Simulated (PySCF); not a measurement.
## Assignment exercise: C9H11OP

Atoms are numbered as in `[CH2:1]=[CH:2][C:3]1=[C:4]([CH3:5])[CH:6]=[CH:7][P@:8]1(=[O:9])[CH:10]=[CH2:11]`. Hydrogens are named by the atom that carries them. Ha(C1) is cis to C3; Ha(C11) is cis to P8; Hb(C1) is trans to C3; Hb(C11) is trans to P8.

[PySCF 2.14.0 with density-fitted response routines: GFN2-xTB geometry; shieldings: GIAO PBE0/pcSseg-1; a single conformation; relativity neglected; isolated molecule; equivalent nuclei averaged]

Scale: ¹³C and ¹H against TMS (reference shieldings calculated alike).

Question: Assign these signals to the numbered atoms. ¹³C{¹H} NMR (computed): δ 150.7 (CH), 147.9 (C), 143.4 (CH2), 142.5 (CH), 142.0 (C), 138.1 (CH), 134.2 (CH), 130.8 (CH2), 17.6 (CH3).

Answer: 
```tsv
δ (ppm)	atoms	environment	reason
150.7	C6	alkene CH	an sp2 carbon of a C=C bond
147.9	C4	fully substituted alkene carbon	as expected for a trigonal carbon in a double bond
143.4	C11	terminal =CH2 carbon	the olefinic region
142.5	C10	alkene CH	as expected for a trigonal carbon in a double bond
142.0	C3	fully substituted alkene carbon	an sp2 carbon of a C=C bond
138.1	C7	alkene CH	as expected for a trigonal carbon in a double bond
134.2	C2	alkene CH	–
130.8	C1	terminal =CH2 carbon	as expected for a trigonal carbon in a double bond
17.6	C5	allylic methyl carbon	aliphatic region, no heteroatom directly attached
```

C11 and C10; C10 and C3 lie closer than the usual error of such a calculation, so a measured spectrum could show them in the other order.

Question: Assign these signals to the numbered atoms. ¹H NMR (600 MHz, computed): δ 7.16 (m, 1H), 6.90 (m, 1H), 6.75 (m, 1H), 6.68 (m, 1H), 6.34 (m, 1H), 6.22 (m, 1H), 6.01 (m, 1H), 5.72 (m, 1H), 2.07 (s, 3H).

Answer: 
| δ (ppm) | atoms | environment | reason |
| --- | --- | --- | --- |
| 7.16 | Ha(C11) | hydrogen on a terminal =CH2 carbon | olefinic region |
| 6.90 | H(C2) | hydrogen on an alkene CH | olefinic region |
| 6.75 | H(C6) | hydrogen on an alkene CH | – |
| 6.68 | Hb(C11) | hydrogen on a terminal =CH2 carbon | a vinylic proton, deshielded by the sp2 carbon and the C=C anisotropy |
| 6.34 | H(C7) | hydrogen on an alkene CH | olefinic region |
| 6.22 | Ha(C1) | hydrogen on a terminal =CH2 carbon | olefinic region |
| 6.01 | H(C10) | hydrogen on an alkene CH | olefinic region |
| 5.72 | Hb(C1) | hydrogen on a terminal =CH2 carbon | olefinic region |
| 2.07 | H(C5) | hydrogen on an allylic methyl carbon | allylic position |

H(C6) and Hb(C11); H(C7) and Ha(C1) lie closer than the usual error of such a calculation, so a measured spectrum could show them in the other order.

Splittings by ³¹P in the carbon and heteronuclear signals aren't shown, as no couplings were computed. Shifts are as computed. Against solution values, carbons near 30 ppm lie about +3 ppm off and those near 130 ppm about +5 ppm. Of 1211 compounds with measured shifts, 218 miss one by over three times the rms of a fit or turn the order of signals round; such compounds aren't used in these exercises. No couplings were computed; multiplicities are counted from neighbouring protons, with m where these are inequivalent, close in shift, in a saturated or five-membered ring or joined by F or P, and br s for small geminal =CH2 splittings.
